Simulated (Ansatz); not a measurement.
Consider the redistribution: `CN[SiH](O)Br` + `[F][Al]([SH])[SH]` → `CN[SiH](F)Br` + `[OH][Al]([SH])[SH]`.

Isolated molecules relaxed with PBE0-D4/def2-TZVP in Ansatz; ΔE leaves out vibrations. CBS: MP2 limit from def2 TZ/QZ plus the TZ coupled-cluster correction, frozen cores. Functionals use def2-TZVPP. B3LYP here is the variant with VWN-RPA as its local correlation; programs differ in this. For Br outer-core shells are correlated without core-valence functions, which leaves a few kJ/mol of doubt a bond. Scalar relativity is left out up to krypton. One conformer a species, not always the lowest.

```csv
level,ΔE (eV)
PBE0-D4,0.07
ωB97X-V,0.06
PBE0,0.07
B3LYP,0.05
```

(1) What does CCSD(T)/CBS give? (An estimate is asked.)

Largest T1 diagnostic among the species: 0.012.

Results:

(1) The calculation gave: +0.06 eV. The listed levels differ from it by 0.01, 0.00, 0.01, -0.01 eV.
